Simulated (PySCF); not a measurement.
perfluoro-THF (C₄F₈O), SMILES FC1(C(F)(C(C(O1)(F)F)(F)F)F)F. Geometry: ωB97X-D3(BJ)/def2-SVP. One conformer was computed; it need not be the lowest.

Question: Give the equilibrium geometry at ωB97X-D3(BJ)/def2-SVP (PySCF confirms it by a frequency run) as a Z-matrix. (The exact figures need the calculation; the answer reports its results.)

Answer: This is not unique; one that fits is 
```
C
F 1 1.3313
F 1 1.3406 2 110.11
C 1 1.5400 2 113.41 3 122.77
F 4 1.3312 1 113.46 2 -85.95
F 4 1.3406 5 110.10 1 -122.74
C 4 1.5514 5 112.76 6 -122.24
F 7 1.3274 4 112.44 5 91.48
F 7 1.3352 8 108.59 4 122.54
O 7 1.3857 8 109.44 9 119.99
C 10 1.3858 7 113.89 8 132.61
F 11 1.3277 10 109.46 7 131.36
F 11 1.3348 12 108.57 10 -119.96
```
